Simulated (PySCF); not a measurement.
## Basis and Hamiltonian dependence of the excitation energy of Ca

Ca [Ar] 4s2 (1S) → Ca [Ar] 3d1 4s1, s spin flipped. Calculated with PySCF 2.14 from differences of total energies of unrestricted determinants, without spin-orbit coupling. Values in eV.

| basis | Hamiltonian | functions | UHF | r2SCAN | PBE0 | MP2 (valence) |
| --- | --- | --- | --- | --- | --- | --- |
| def2-TZVPPD | non-relativistic | 36 | 2.811 | 2.065 | 2.346 | 3.168 |
| dyall-av2z | non-relativistic | 76 | 3.404 | 2.936 | 3.177 | 3.711 |
| x2c-QZVPPall with one added diffuse shell each of s, p, d, f type | spin-free X2C | 89 | 2.634 | 1.840 | 2.152 | 2.917 |
| aug-cc-pVQZ-X2C | spin-free X2C | 93 | 2.657 | 1.831 | 2.143 | 2.926 |
| aug-cc-pwCVTZ-X2C with one added diffuse shell each of s, p, d, f type | spin-free X2C | 100 | 2.638 | 1.858 | 2.168 | 2.923 |

Frozen in the all-electron rows: valence: [Ar].

In the upper determinant the s electron has its spin opposite to the other open shell, which mixes two multiplicities. Non-relativistic rows lack the scalar-relativistic shift.
